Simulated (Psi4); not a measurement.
Pair of molecules: C2H4 (SMILES C=C) (first 6 atoms) with H2 (SMILES [H][H]); geometry from B3LYP-D3(BJ)/def2-TZVP.
(charge 0, multiplicity 1):
```csv
atom,x (Å),y (Å),z (Å)
C,0.4094,0.5515,-0.3288
C,-0.1351,-0.6137,-0.0115
H,1.4820,0.7026,-0.3114
H,-0.1950,1.4026,-0.6185
H,-1.2077,-0.7648,-0.0283
H,0.4692,-1.4647,0.2788
H,-0.3441,0.1118,2.9446
H,-0.4807,0.0751,3.6759
```

The numbers are results of SAPT0/jun-cc-pV(D+d)Z (Psi4 1.11), not measurements.

**Question.** Which attractive term is largest, and how does the interaction split up?

**Answer.** electrostatics -0.50, exchange 0.92, induction -0.16, dispersion -0.40, total -0.14 kcal/mol; the largest attraction is electrostatics.
